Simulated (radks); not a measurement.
Results of a calculation; reference values are marked as such.
The thallium ion Tl3+, configuration [Xe] 4f14 5d9 6s1 (not the ground configuration). Code: a radial shooting solver on a logarithmic mesh with Libxc functionals. Model: scalar-relativistic Kohn-Sham, PBE, spin-polarised, spherical densities, finite nucleus; open shells are filled with parallel spins first (spin-orbit coupling, left out, can overturn this in heavy ions); Fermi nuclear charge, rms radius 5.4759 fm.

Local quantities along the radius. ELF = 1/(1 + alpha^2) is the electron localisation function; alpha = (tau - tau_W)/tau_unif compares the Pauli kinetic energy density with that of the uniform gas (summed over spins). tau is taken from the large components.

```
   r/bohr * ELF (the largest magnitude, 0.999, reaches the edge; | marks zero)
 0.001297 |                                                      *
  0.00151 |                                                      *
 0.001744 |                                                      *
  0.00203 |                                                      *
 0.002345 |                                                      *
 0.002708 |                                                      *
 0.003153 |                                                      *
 0.003641 |                                                      *
 0.004239 |                                                      *
 0.004895 |                                                      *
 0.005699 |                                                      *
 0.006581 |                                                     *
 0.007662 |                                                     *
 0.008849 |                                                    *
  0.01022 |                                                  *
   0.0119 |                                               *
  0.01374 |                                         *
  0.01599 |                                *
  0.01847 |                       *
   0.0215 |                  *
  0.02483 |                  *
  0.02891 |                     *
  0.03339 |                            *
  0.03856 |                                   *
  0.04489 |                                       *
  0.05184 |                                        *
  0.06036 |                                    *
   0.0697 |                            *
  0.08115 |                    *
  0.09371 |                  *
   0.1091 |                        *
    0.126 |                                 *
   0.1455 |                                      *
   0.1694 |                                     *
   0.1956 |                           *
   0.2278 |                *
    0.263 |                *
   0.3062 |                           *
   0.3536 |                                    *
   0.4117 |                                      *
   0.4754 |                                  *
   0.5491 |                         *
   0.6392 |                 *
   0.7382 |                  *
   0.8594 |                            *
   0.9925 |                                   *
    1.155 |                                   *
    1.334 |                               *
    1.553 |                         *
    1.794 |                    *
    2.072 |                *
    2.412 |            *
    2.786 |          *
    3.243 |       *
    3.745 |   *
     4.36 | *
    5.035 |*
    5.862 *
```

On this mesh the ELF has minima near r = 0.025, 0.094, 0.26, 0.64 bohr, which separate the shells, and maxima near 0.052 (0.74), 0.15 (0.71), 0.41 (0.72), 1.2 (0.66).
